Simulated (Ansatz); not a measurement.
Method: r2SCAN-D4/def2-SVP (Ansatz, a program for electronic structure). No frequencies were computed at this level.

Ansatz 0.2 input:
```yaml
crystal:
  periodic: [false, false, false]
  atoms:
    - { symbol: W, position_ang: [0.003597, 0.222623, -0.077053] }
    - { symbol: Cl, position_ang: [0.739731, -1.556548, -1.407512] }
    - { symbol: Cl, position_ang: [-0.950142, -1.276631, 1.424053] }
    - { symbol: N, position_ang: [-1.769803, 0.144054, -0.95502] }
    - { symbol: H, position_ang: [-2.021709, 0.508389, -1.877052] }
    - { symbol: H, position_ang: [-2.585703, -0.380483, -0.629933] }
    - { symbol: N, position_ang: [0.869332, 1.33471, -1.456204] }
    - { symbol: H, position_ang: [0.939686, 2.353018, -1.51174] }
    - { symbol: H, position_ang: [1.350479, 0.963946, -2.280204] }
    - { symbol: N, position_ang: [1.605723, 0.024152, 1.07002] }
    - { symbol: H, position_ang: [1.675224, -0.527266, 1.928281] }
    - { symbol: H, position_ang: [2.558233, 0.334082, 0.860035] }
    - { symbol: N, position_ang: [-0.547887, 1.832914, 0.938295] }
    - { symbol: H, position_ang: [-1.430432, 2.340096, 0.851716] }
    - { symbol: H, position_ang: [-0.02925, 2.290954, 1.689984] }
basis:
  gaussian: { orbitals: def2-svp }
hamiltonian:
  xc: r2scan
  dispersion: d4
relax:
  max_steps: 150
```

Output:

```
Functional definition: r2SCAN
1849 factors; their error is unknown
mean field evaluation 1: about -32923.2222 eV, gradient 1.1e2 eV
mean field evaluation 2: about -32731.5001 eV, gradient 2.8e2 eV
mean field evaluation 4: about -32947.2209 eV, gradient 3.6e1 eV
mean field evaluation 8: about -32950.3385 eV, gradient 1.1e0 eV
mean field evaluation 16: about -32950.2463 eV, gradient 8.9e-3 eV
mean field -32950.24626879 eV, -1210.8992158990 hartree, gradient 7.2e-6 eV, S^2 0.000000; 0 other end points of the search recorded, 0 dependent functions left out
reference -32950.24629621 eV, -1210.8992169065 hartree; 42, 42 occupied and 122, 122 virtual orbitals, 1849 factors
relax step   1: F+E_penalty+E_count = -32950.37986076 eV  Δ(F+E_penalty+E_count) = +0.000e0 eV  max|allowed force component| = 1.485e0 eV/Å  Δτ_max = 0.0000 Å  (39 SCF iters, accepted)
these checks for a lower state are left out or cut short: starts, cluster_reference, orbital_swaps, neighbouring_geometries, increment
1849 factors; their error is unknown
mean field evaluation 32: about -32950.3528 eV, gradient 1.1e-5 eV
mean field -32950.35276940 eV, -1210.9031297240 hartree, gradient 1.2e-5 eV, S^2 0.000000; 0 other end points of the search recorded, 0 dependent functions left out
reference -32950.35279645 eV, -1210.9031307181 hartree; 42, 42 occupied and 122, 122 virtual orbitals, 1849 factors
relax step   2: F+E_penalty+E_count = -32950.48501340 eV  Δ(F+E_penalty+E_count) = -1.052e-1 eV  max|allowed force component| = 1.126e0 eV/Å  Δτ_max = 0.1857 Å  (42 SCF iters, accepted)
these checks for a lower state are left out or cut short: starts, cluster_reference, orbital_swaps, neighbouring_geometries, increment
1849 factors; their error is unknown
mean field -32950.44421485 eV, -1210.9064902823 hartree, gradient 2.4e-5 eV, S^2 0.000000; 0 other end points of the search recorded, 0 dependent functions left out
reference -32950.44424193 eV, -1210.9064912775 hartree; 42, 42 occupied and 122, 122 virtual orbitals, 1849 factors
relax step   3: F+E_penalty+E_count = -32950.57690007 eV  Δ(F+E_penalty+E_count) = -9.189e-2 eV  max|allowed force component| = 6.662e-1 eV/Å  Δτ_max = 0.0894 Å  (42 SCF iters, accepted)
these checks for a lower state are left out or cut short: starts, cluster_reference, orbital_swaps, neighbouring_geometries, increment
1849 factors; their error is unknown
mean field -32950.46796157 eV, -1210.9073629584 hartree, gradient 2.5e-5 eV, S^2 0.000000; 0 other end points of the search recorded, 0 dependent functions left out
reference -32950.46798864 eV, -1210.9073639530 hartree; 42, 42 occupied and 122, 122 virtual orbitals, 1849 factors
relax step   4: F+E_penalty+E_count = -32950.60088889 eV  Δ(F+E_penalty+E_count) = -2.399e-2 eV  max|allowed force component| = 6.908e-1 eV/Å  Δτ_max = 0.0415 Å  (36 SCF iters, accepted)
these checks for a lower state are left out or cut short: starts, cluster_reference, orbital_swaps, neighbouring_geometries, increment
1849 factors; their error is unknown
mean field -32950.48836159 eV, -1210.9081126454 hartree, gradient 1.6e-5 eV, S^2 0.000000; 0 other end points of the search recorded, 0 dependent functions left out
reference -32950.48838864 eV, -1210.9081136394 hartree; 42, 42 occupied and 122, 122 virtual orbitals, 1849 factors
relax step   5: F+E_penalty+E_count = -32950.62148255 eV  Δ(F+E_penalty+E_count) = -2.059e-2 eV  max|allowed force component| = 5.372e-1 eV/Å  Δτ_max = 0.0535 Å  (37 SCF iters, accepted)
these checks for a lower state are left out or cut short: starts, cluster_reference, orbital_swaps, neighbouring_geometries, increment
1849 factors; their error is unknown
mean field -32950.48697635 eV, -1210.9080617385 hartree, gradient 2.6e-5 eV, S^2 0.000000; 0 other end points of the search recorded, 0 dependent functions left out
reference -32950.48700328 eV, -1210.9080627284 hartree; 42, 42 occupied and 122, 122 virtual orbitals, 1849 factors
relax step   6: F+E_penalty+E_count = -32950.62033637 eV  Δ(F+E_penalty+E_count) = +1.146e-3 eV  max|allowed force component| = 3.474e-1 eV/Å  Δτ_max = 0.1294 Å  (42 SCF iters, rejected (line search))
these checks for a lower state are left out or cut short: starts, cluster_reference, orbital_swaps, neighbouring_geometries, increment
1849 factors; their error is unknown
mean field evaluation 64: about -32950.5705 eV, gradient 1.4e1 eV
mean field -32950.50070303 eV, -1210.9085661849 hartree, gradient 2.4e-5 eV, S^2 0.000000; 0 other end points of the search recorded, 0 dependent functions left out
reference -32950.50073006 eV, -1210.9085671780 hartree; 42, 42 occupied and 122, 122 virtual orbitals, 1849 factors
relax step   7: F+E_penalty+E_count = -32950.63383569 eV  Δ(F+E_penalty+E_count) = -1.235e-2 eV  max|allowed force component| = 5.744e-2 eV/Å  Δτ_max = 0.0364 Å  (37 SCF iters, accepted)
these checks for a lower state are left out or cut short: starts, cluster_reference, orbital_swaps, neighbouring_geometries, increment
1849 factors; their error is unknown
mean field -32950.50115333 eV, -1210.9085827331 hartree, gradient 2.2e-5 eV, S^2 0.000000; 0 other end points of the search recorded, 0 dependent functions left out
reference -32950.50118037 eV, -1210.9085837266 hartree; 42, 42 occupied and 122, 122 virtual orbitals, 1849 factors
relax step   8: F+E_penalty+E_count = -32950.63434486 eV  Δ(F+E_penalty+E_count) = -5.092e-4 eV  max|allowed force component| = 1.462e-2 eV/Å  Δτ_max = 0.0093 Å  (37 SCF iters, accepted)
these checks for a lower state are left out or cut short: starts, cluster_reference, orbital_swaps, neighbouring_geometries, increment
1849 factors; their error is unknown
mean field -32950.50121641 eV, -1210.9085850512 hartree, gradient 2.3e-5 eV, S^2 0.000000; 0 other end points of the search recorded, 0 dependent functions left out
reference -32950.50124345 eV, -1210.9085860450 hartree; 42, 42 occupied and 122, 122 virtual orbitals, 1849 factors
relax step   9: F+E_penalty+E_count = -32950.63440277 eV  Δ(F+E_penalty+E_count) = -5.790e-5 eV  max|allowed force component| = 1.467e-2 eV/Å  Δτ_max = 0.0105 Å  (36 SCF iters, accepted)
these checks for a lower state are left out or cut short: starts, cluster_reference, orbital_swaps, neighbouring_geometries, increment
1849 factors; their error is unknown
mean field -32950.50124004 eV, -1210.9085859194 hartree, gradient 2.2e-5 eV, S^2 0.000000; 0 other end points of the search recorded, 0 dependent functions left out
reference -32950.50126707 eV, -1210.9085869128 hartree; 42, 42 occupied and 122, 122 virtual orbitals, 1849 factors
relax step  10: F+E_penalty+E_count = -32950.63442238 eV  Δ(F+E_penalty+E_count) = -1.962e-5 eV  max|allowed force component| = 1.275e-2 eV/Å  Δτ_max = 0.0076 Å  (37 SCF iters, accepted)
these checks for a lower state are left out or cut short: starts, cluster_reference, orbital_swaps, neighbouring_geometries, increment
1849 factors; their error is unknown
mean field evaluation 96: about -32950.5013 eV, gradient 1.6e-3 eV
mean field -32950.50127144 eV, -1210.9085870735 hartree, gradient 2.2e-5 eV, S^2 0.000000; 0 other end points of the search recorded, 0 dependent functions left out
reference -32950.50129847 eV, -1210.9085880668 hartree; 42, 42 occupied and 122, 122 virtual orbitals, 1849 factors
relax step  11: F+E_penalty+E_count = -32950.63445579 eV  Δ(F+E_penalty+E_count) = -3.340e-5 eV  max|allowed force component| = 4.419e-3 eV/Å  Δτ_max = 0.0035 Å  (39 SCF iters, accepted)
1849 factors; their error is unknown
mean field -32950.50127144 eV, -1210.9085870735 hartree, gradient 2.5e-5 eV, S^2 0.000000; 1 other end points of the search recorded, 0 dependent functions left out
reference -32950.50129847 eV, -1210.9085880668 hartree; 42, 42 occupied and 122, 122 virtual orbitals, 1849 factors
Total energy: -32950.63448282 eV, -1210.9134825013 hartree
Atom 0 at     0.014032     0.227223    -0.094268 Å, force     0.000501     0.004419    -0.004091 eV/Å
Atom 1 at     0.871632    -1.442701    -1.626219 Å, force     0.000487    -0.000122    -0.000097 eV/Å
Atom 2 at    -0.933876    -1.450762     1.387200 Å, force    -0.000270    -0.000711     0.000339 eV/Å
Atom 3 at    -1.815859     0.118717    -0.828826 Å, force     0.000910    -0.002439    -0.000006 eV/Å
Atom 4 at    -2.038229     0.468589    -1.761524 Å, force    -0.000554     0.000370    -0.000001 eV/Å
Atom 5 at    -2.570111    -0.451422    -0.453605 Å, force     0.000195     0.000773    -0.000511 eV/Å
Atom 6 at     0.861541     1.374784    -1.439859 Å, force    -0.001096    -0.003517     0.003807 eV/Å
Atom 7 at     0.878422     2.392825    -1.407115 Å, force    -0.000066     0.000190     0.000172 eV/Å
Atom 8 at     1.340922     1.006142    -2.261173 Å, force    -0.000167    -0.000395    -0.000733 eV/Å
Atom 9 at     1.515805    -0.001032     1.167611 Å, force    -0.000577    -0.002613    -0.000837 eV/Å
Atom 10 at     1.509840    -0.598664     1.990751 Å, force     0.000361     0.001408    -0.000220 eV/Å
Atom 11 at     2.460380     0.307916     0.935024 Å, force     0.000514     0.000572     0.000150 eV/Å
Atom 12 at    -0.482228     1.880646     0.832502 Å, force    -0.000427     0.000487     0.001930 eV/Å
Atom 13 at    -1.326230     2.413708     0.629942 Å, force     0.000493     0.000762     0.000118 eV/Å
Atom 14 at     0.121039     2.362042     1.497224 Å, force    -0.000303     0.000817    -0.000021 eV/Å
Dipole moment:     0.102410     1.372318    -0.088295 e Å
```

Cost: about 4 core-minutes (a rough figure).
